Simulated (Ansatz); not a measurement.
Ansatz (a quantum-chemistry and plane-wave program) input (r2SCAN/def2-TZVPP):

Ansatz 0.2 input:
```yaml
crystal:
  periodic: [false, false, false]
  atoms:
    - {symbol: F, position_ang: [0.00000000, 0.00000000, 0.00000000]}
basis:
  gaussian:
    orbitals: def2-TZVPP
    final_grid: {core_spheres: 6, valence_spheres: 5, degree: 17}
hamiltonian:
  xc: {name: r2SCAN}
magnetization: {spin_polarized: true, initial_magnetization: 1}
scf: {lower_state_search: full}
```

Output:

```
Functional definition: r2SCAN
integrals: 0.00 GiB planned
156 factors; their error is unknown
mean field: 0.05 GiB planned
mean field evaluation 1: about -2713.5750 eV, gradient 8.7e0 eV
mean field evaluation 2: about -2713.6721 eV, gradient 4.8e0 eV
mean field evaluation 4: about -2713.7278 eV, gradient 3.1e-2 eV
mean field evaluation 8: about -2713.7261 eV, gradient 1.2e-3 eV
mean field evaluation 16: about -2666.8129 eV, gradient 2.9e1 eV
mean field evaluation 32: about -2713.7272 eV, gradient 4.5e-1 eV
mean field -2713.72608714 eV, -99.7275942728 hartree, gradient 1.7e-5 eV, S^2 0.752217; 2 other end points of the search recorded, 0 dependent functions left out
reference -2713.72608797 eV, -99.7275943035 hartree; 5, 4 occupied and 26, 27 virtual orbitals, 156 factors
Total energy: -2713.72608797 eV, -99.7275943035 hartree
```
